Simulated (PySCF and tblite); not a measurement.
Results of a calculation; reference values are marked as such.
C7H11FSe, numbered as in [CH2:1]=[CH:2][Se:3]/[C:4](=[CH:5]/[CH2:6][F:7])[CH2:8][CH3:9]. The ensemble was built from 200 distance-geometry starts (ETKDG, UFF, GFN2-xTB) and rests on GFN2-xTB geometries. Free energies are PBE0-D3(BJ)/6-31G* single points with GFN2-xTB rigid-rotor and vibrational terms (modes under about 100 cm⁻¹ blended into free rotors). Symmetry numbers and mirror images are counted. Conformers within 3 kcal/mol (GFN2-xTB free energy) were kept, 10 at most. GIAO shieldings: PBE0/6-31G*. Shifts are against TMS (¹H), TMS (¹³C), CFCl3 (¹⁹F), Me2Se (⁷⁷Se) at the same level. Programs: PySCF with density fitting and tblite.

Torsions listed: C1–C2–Se3–C4, C2–Se3–C4–C8, C4–C5–C6–F7, Se3–C4–C8–C9. Of a mirror pair one member is shown.

| conformer | shape | point group | mirror pair | ΔE(DFT) | Δ(G−E) at 200 K | δ C5 (ppm) |
| --- | --- | --- | --- | --- | --- | --- |
| 1 | -156°, -150°, 57°, 81° | C1 | yes | 0.00 | 0.00 | 118.5 |
| 2 | -158°, 52°, 51°, 76° | C1 | yes | 0.48 | -0.07 | 124.5 |
| 3 | 156°, 151°, 66°, -80° | C1 | yes | 0.72 | -0.01 | 117.6 |
| 4 | 157°, 149°, -164°, -81° | C1 | yes | 1.01 | -0.32 | 123.7 |
| 5 | 158°, -54°, 59°, -76° | C1 | yes | 1.15 | -0.08 | 124.9 |
| 6 | -162°, 56°, -163°, 82° | C1 | yes | 1.26 | -0.61 | 131.1 |
| 7 | 4°, -119°, 169°, 77° | C1 | yes | 1.58 | -0.29 | 137.5 |

Energies in kcal/mol; the thermal term leaves out symmetry numbers and mirror images.

Task: Work out the weights at 200 K and the ¹³C shift of C5 under fast exchange.

Result: RT = 0.397 kcal/mol. Each conformer gets RT ln(σ/g), with σ the rotational symmetry number and g = 2 for a mirror pair: 1: σ = 1, g = 2, G = 0.00 + 0.00 − 0.28 = -0.28, 0.00 above the lowest, exp(−ΔG/RT) = 1.000; 2: σ = 1, g = 2, G = 0.48 − 0.07 − 0.28 = 0.13, 0.40 above the lowest, exp(−ΔG/RT) = 0.362; 3: σ = 1, g = 2, G = 0.72 − 0.01 − 0.28 = 0.44, 0.71 above the lowest, exp(−ΔG/RT) = 0.166; 4: σ = 1, g = 2, G = 1.01 − 0.32 − 0.28 = 0.41, 0.68 above the lowest, exp(−ΔG/RT) = 0.180; 5: σ = 1, g = 2, G = 1.15 − 0.08 − 0.28 = 0.80, 1.07 above the lowest, exp(−ΔG/RT) = 0.067; 6: σ = 1, g = 2, G = 1.26 − 0.61 − 0.28 = 0.38, 0.65 above the lowest, exp(−ΔG/RT) = 0.193; 7: σ = 1, g = 2, G = 1.58 − 0.29 − 0.28 = 1.01, 1.29 above the lowest, exp(−ΔG/RT) = 0.039. The sum is 2.007, so the weights are 49.8, 18.0, 8.3, 8.9, 3.4, 9.6, 1.9 %. The averaged shift is 121.8 ppm. At 298.15 K it is 123.3 ppm. At 298.15 K the leading conformer alone gives 118.5 ppm and bare DFT energies give 121.6 ppm.

The minima are those of GFN2-xTB; planar forms about aryl–S or allylic bonds may be saddles in DFT. Spin–orbit effects of the heavy atoms on shieldings are missing.
